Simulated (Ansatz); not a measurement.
System: Ge2, charge 0, triplet. Ge2 (SMILES [Ge]=[Ge], triplet).
B3LYP-D3(BJ)/def2-TZVP minimum from Ansatz (an electronic-structure program):
```
Ge
Ge 1 2.4067
```
Charge 0, spin multiplicity 3.

Hartree-Fock and MP2 correlation energies in hartree (Ansatz). Radicals and triplets start from unrestricted determinants; spin-orbit coupling is neglected. Correlated methods leave the cores frozen (noble-gas shells, and filled d and f shells in the p block). No relativity.

```csv
basis,X,E(HF),"E(corr, MP2)"
cc-pVTZ,3,-4150.77079,-0.14586
cc-pVQZ,4,-4150.77625,-0.15618
cc-pV5Z,5,-4150.77686,withheld
```

Task: Fit E(corr) = E∞ + A/X³ to X = 3 and 4, predict X = 5, and compare with the run.

Result: A = (-0.14586 - (-0.15618))/(1/27 - 1/64) = 0.4820; E∞ = -0.15618 - A/64 = -0.16371; at X = 5, E∞ + A/125 = -0.15986. The run gave -0.16131, 1.45 mEh below the prediction. The same form on X = 4 and 5 gives E∞ = -0.16669, 2.98 mEh below the first estimate.
